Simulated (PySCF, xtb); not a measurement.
GeOCl, SMILES [O]=[Ge][Cl], multiplicity 2.

Harmonic wavenumbers (cm⁻¹) from GFN2-xTB (xtb) at its own minimum, in rising order: 171, 295, 843.

**Question.** What does PySCF with PBE-D3(BJ)/def2-TZVP give at its own minimum? (The exact figures need the calculation; the answer reports its results.)

**Answer.** 157, 365, 829. Paired by order, the mean absolute difference is 32 cm⁻¹ and the zero-point energies are 1.9 and 1.9 kcal/mol.
